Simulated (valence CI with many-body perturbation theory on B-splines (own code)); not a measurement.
# Ar⁴⁺: calculation against measured levels

Calculated by relativistic CI+MBPT: four valence electrons over a frozen Dirac-Fock core [Ne], radial functions for each j: 11 s, 11 p, 9 d, 7 f, 5 g, 2 h, 1 i, with the one-electron correlation potential Σ1, the two-electron term Σ2, the three-electron term Σ3, Breit, model QED; selected CI, second order for the rest, scaled by the run's own slope (own B-spline code, finite nucleus).

Set against measurement, 28 paired levels are off by 66 cm⁻¹ on average, the worst by 230. These come from a selection out of Saloman, J. Phys. Chem. Ref. Data 39, 033101 (2010). Levels without a partner in it may be off by more. Among the levels kept, up to 330 cm⁻¹ of a level comes from second order outside the variational space, and about a tenth of that is noise between levels of different J, which matters for small intervals. 3 measured levels below the end of the list, from 252141 cm⁻¹ on, found no clear computed partner, and computed levels of the same name lie up to 13011 cm⁻¹ from them.

Measured levels: Saloman, J. Phys. Chem. Ref. Data 39, 033101 (2010). Pairs share parity and J, and are chosen by configuration, term and nearness in energy; levels without a clear partner are left out. Energies in cm⁻¹ above the measured ground level. The last column is blank where CI alone has no clear partner.

Names give the largest LS component (configuration and term), which can be under half, so a name can repeat, a term be missing and a line seem to break the LS rules; names also repeat where a configuration has a term twice.

| Computed label | Label in the source | Measured | Computed | Difference | CI alone, difference |
| --- | --- | --- | --- | --- | --- |
| 3s²3p² ³P_0 | 3s2 3p2 3P | 0 | 0.0 | 0 | 0 |
| 3s²3p² ³P_1 | 3s2 3p2 3P | 763.2 | 763.6 | 0 | +11 |
| 3s²3p² ³P_2 | 3s2 3p2 3P | 2028.8 | 2032.0 | +3 | +42 |
| 3s²3p² ¹D_2 | 3s2 3p2 1D | 16298.7 | 16373.5 | +75 | +275 |
| 3s²3p² ¹S_0 | 3s2 3p2 1S | 37912.4 | 38070.0 | +158 | +549 |
| 3s3p³ ³D°_1 | 3s 3p3 3D° | 121628.7 | 121563.0 | -66 | -570 |
| 3s3p³ ³D°_2 | 3s 3p3 3D° | 121675 | 121608.3 | -67 | -565 |
| 3s3p³ ³D°_3 | 3s 3p3 3D° | 121803.1 | 121738.1 | -65 | -542 |
| 3s3p³ ³P°_2 | 3s 3p3 3P° | 141762.6 | 141778.5 | +16 | -115 |
| 3s3p³ ³P°_1 | 3s 3p3 3P° | 141770.5 | 141787.9 | +17 | -117 |
| 3s3p³ ³P°_0 | 3s 3p3 3P° | 141892.6 | 141784.1 | -108 | -253 |
| 3s3p³ ¹D°_2 | 3s 3p3 1D° | 154211.4 | 154138.7 | -73 | +18 |
| 3s3p³ ³S°_1 | 3s 3p3 3S° | 191536.8 | 191766.5 | +230 | +2971 |
| 3s3p³ ¹P°_1 | 3s 3p3 1P° | 195355.7 | 195578.4 | +223 | +2078 |
| 3s²3p3d ³P°_2 | 3s2 3p 3d 3P° | 217572 | 217584.1 | +12 | +1572 |
| 3s²3p3d ³P°_1 | 3s2 3p 3d 3P° | 218287 | 218291.3 | +4 | +1543 |
| 3s²3p3d ³P°_0 | 3s2 3p 3d 3P° | 218647 | 218645.4 | -2 | +1526 |
| 3s²3p3d ¹D°_2 | 3s2 3p 3d 1D° | 221815 | 222000.9 | +186 | +2696 |
| 3s²3p3d ³D°_1 | 3s2 3p 3d 3D° | 224219 | 224245.4 | +26 | +2032 |
| 3s²3p3d ³D°_2 | 3s2 3p 3d 3D° | 224498 | 224531.6 | +34 | +2050 |
| 3s²3p3d ³D°_3 | 3s2 3p 3d 3D° | 224706 | 224743.5 | +37 | +2070 |
| 3s²3p3d ¹F°_3 | 3s2 3p 3d 1F° | 245328 | 245445.5 | +117 | +1930 |
| 3p⁴ ³P_2 | 3p4 3P | 264430.1 | 264318.4 | -112 | -395 |
| 3p⁴ ³P_1 | 3p4 3P | 265587.6 | 265477.1 | -111 | -387 |
| 3p⁴ ³P_0 | 3p4 3P | 266075 | 265971.6 | -103 | -377 |
| 3s²3p4s ³P°_0 | 3s2 3p 4s 3P° | 295731 | 295724.0 | -7 | -756 |
| 3s²3p4s ³P°_1 | 3s2 3p 4s 3P° | 296231 | 296230.8 | 0 | -734 |
| 3s²3p4s ³P°_2 | 3s2 3p 4s 3P° | 297878 | 297874.4 | -4 | -711 |
| 3s²3p4s ¹P°_1 | 3s2 3p 4s 1P° | 301290 | 301287.6 | -2 | -587 |

Over 28 excited levels the mean absolute difference is 66 cm⁻¹, the median 51 and the largest 230. For the 28 levels that pair on every rung the mean is CI alone 981, + Σ1 1276, + Σ2 318, + Σ3 165, + Breit 67, + QED 66. The comparison draws on a selection of the measured levels: 29 of the 71 computed ones have a partner in it, and others may be off by more.

These 3 measured levels below the end of the computed list are not counted above. Beside each stands the unpaired computed level of its name, or else the nearest of its J and parity; the gap is either an error of the method or a doubtful assignment.

```tsv
Label in the source	J	Measured	Unpaired level	Computed
3s2 3p 3d 1P°	1	252141	3s²3p3d ¹P°_1	253191
3p4 1D	2	278523	3p⁴ ¹D_2	272381
3p4 1S	0	324862	3p⁴ ¹S_0	311851
```
